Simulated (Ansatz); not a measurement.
Z-matrix (Å, degrees):
```
C
C 1 1.3840
H 2 1.0987 1 114.20
C 2 1.4062 3 114.77 1 179.99
O 4 1.3498 2 116.25 3 -0.07
H 5 0.9629 4 109.26 2 0.05
C 1 1.4070 2 125.63 3 0.03
H 7 1.0892 1 125.39 2 -0.03
C 7 1.3996 8 126.68 1 -180.00
H 9 1.0918 7 124.79 8 0.01
C 9 1.4093 10 124.75 7 -179.99
H 11 1.0891 9 126.50 10 -0.01
C 11 1.3971 12 125.38 9 180.00
C 13 1.3921 11 127.23 12 -0.02
C 14 1.3913 13 128.75 11 179.98
H 15 1.0935 14 114.23 13 -179.99
H 14 1.0950 15 115.80 16 -0.01
C 15 1.4136 16 113.19 14 -179.99
B 18 1.5506 15 114.99 16 -0.06
H 19 1.2034 18 123.03 15 -179.75
H 19 1.2100 20 119.18 18 -179.91
```
Charge 0, multiplicity 1.

Method: frozen-core CCSD(T)/cc-pVDZ // PBE0-D3(BJ)/def2-SVP (Ansatz, a program for electronic structure). The restricted HF reference is unstable towards unrestricted orbitals.

```json
{
  "HF energy": "-483.42656 Ha",
  "MP2 correlation energy": "-1.57351 Ha"
}
```

### Question
Estimate the CCSD correlation energy, the (T) correction, the total energy and the T1 diagnostic.

### Answer

The CCSD correlation energy is -1.62673 Ha and the (T) correction comes out as -0.07739 Ha. The CCSD(T) total energy is -485.13067 Ha. The T1 diagnostic is 0.014.
